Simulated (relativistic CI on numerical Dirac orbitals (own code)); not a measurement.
Hyperfine structure of Ca9+, mass number 41

Method of calculation: Dirac-Coulomb-Breit CI, KLI orbitals optimised for each configuration, QED by a radiative potential, unscaled Slater integrals (own radial code, finite nucleus).

Configuration list (outside the closed core [Ne]): 3s, 3p, 3d, 4s, 4p, 4d, 4f, 5s, 5p, 5d, 5f, 5g, 6s, 6p, 6d. Levels of other configurations are missing.

Nuclear spin I = 7/2, μ = -1.59443 μN, Q = -0.0665 b (tables of Stone and Pyykkö). The electronic factors are computed for point nuclear moments, without core polarisation or the Bohr-Weisskopf and QED corrections.

```csv
Level,E (cm⁻¹),A (MHz),B (MHz)
3s ²S1/2,0,-14540,
3p ²P°1/2,174435,-3961,
3p ²P°3/2,179461,-766.4,-208
3d ²D3/2,417577,-265.6,-24
3d ²D5/2,417937,-113.4,-34
4s ²S1/2,829908,-5530,
4p ²P°1/2,896575,-1579,
4p ²P°3/2,898465,-305.9,-82.9
```

Levels with J = 0, under 50 % of one LS term, or S terms without an open s electron are left out. Small factors come from cancelling terms and can be off by tens of per cent or more.

At this charge energies of transitions that change n are usually good to better than 1 %, and those within a shell (Δn = 0) to a few per cent.

Task: Give the hyperfine levels of 3s ²S1/2 relative to its centre of gravity.

Result: With K = F(F + 1) − I(I + 1) − J(J + 1), E = AK/2: F = 3: 32700, F = 4: -25440 MHz.
